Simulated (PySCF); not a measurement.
boron oxyfluoride (BFO), singlet, at a GFN2-xTB geometry. Base run: PySCF with PBE0/cc-pVDZ.

PySCF was given this input:
```python
from pyscf import gto, scf, dft

mol = gto.Mole()
mol.atom = '''
    F    -0.000000   -0.000000   -1.189254
    B     0.000000    0.000000    0.092502
    O     0.000000    0.000000    1.280097
'''
mol.basis = 'cc-pvdz'
mol.charge = 0
mol.spin = 0
mol.verbose = 4
mol.build()

mf = dft.RKS(mol)
mf.xc = 'pbe0'
mf.kernel()
```

Each row names what was changed in the base input (with any setting that the change needs).

```
change                                                                                                                  ΔE vs base (µEh)  fitting functions  dipole (D)
----------------------------------------------------------------------------------------------------------------------  ----------------  -----------------  ----------
base                                                                                                                                 0.0                  -        1.87
auxbasis = def2-universal-jfit                                                                                                         …                147        1.87
auxbasis = cc-pvdz-jkfit                                                                                                            17.8                210        1.87
auxbasis = def2-tzvp-ri                                                                                                            -71.3                228        1.87
auxbasis = cc-pvtz-jkfit                                                                                                             0.5                237        1.87
auxbasis = cc-pvqz-jkfit                                                                                                           -17.4                318        1.87
auxbasis = def2-universal-jkfit                                                                                                     -9.7                229        1.87
auxbasis = default (with mf = mf.density_fit())                                                                                     17.8                210        1.87
exchange = seminumerical (SGX) (with mf = sgx.sgx_fit(mf, auxbasis='def2-universal-jfit'); with mf.with_df.dfj = True)             -66.0                147        1.86
only_dfj = on; auxbasis = def2-universal-jfit                                                                                      -67.6                147        1.86
```

**Question.** Fill in the missing entries.

**Answer.** 
- auxbasis = def2-universal-jfit, ΔE vs base (µEh): 1285

A fitting set is made for a task (jfit for Coulomb, jkfit for Coulomb and exchange, ri for correlation) and for a family of orbital bases.
